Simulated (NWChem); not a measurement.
CH5NOSn, singlet; SMILES C[O][Sn][NH2]

```xyz
9

Sn     0.2634    -0.6210     0.0000
O      0.7653     1.3569     0.0000
C     -0.1542     2.4134     0.0000
H     -0.8237     2.4194     0.8976
H      0.3912     3.3852     0.0000
H     -0.8237     2.4194    -0.8976
N     -1.7728    -0.2976     0.0000
H     -2.2296     0.6198     0.0000
H     -2.4696    -1.0483     0.0000
```
Atoms are numbered in this order, from 1.

Program: NWChem. Low-valent species are run as closed-shell singlets; no triplet was tried in these runs. Structure relaxed at the PBE-D3(BJ)/def2-SVP level. def2 effective core potentials on Sn; no spin-orbit coupling. Hybrids' shares of exact exchange are those that their runs print; pure functionals count as 0. The functionals differ in more than this share.

| row | share of exact exchange | orbital gap (eV) |
|---|---|---|
| PBE/def2-SVP | 0.00 | 3.34 |
| BLYP/def2-SVP | 0.00 | 3.28 |
| B3LYP/def2-SVP | 0.20 | withheld |
| PBE0/def2-SVP | 0.25 | 5.38 |
| PW6B95/def2-SVP | 0.28 | 5.52 |
| MPW1K/def2-SVP | 0.43 | 6.89 |

Q: Fit a straight line of the last column on the one before it, predict the withheld value, and compare with the run.

A: 
1. Means of the 5 shown rows: x = 0.192, y = 4.882. Slope Σ(x − x̄)(y − ȳ)/Σ(x − x̄)² = 1.167/0.1415 = 8.246; intercept 3.299.
2. The shown rows scatter about the line by 0.049 (root mean square); the largest residual is -0.09, at PW6B95/def2-SVP.
3. At x = 0.20 (B3LYP/def2-SVP; inside the shown range) the line gives 4.95.
4. The run gives 4.90, -0.05 from the line, 1.0 times the scatter.
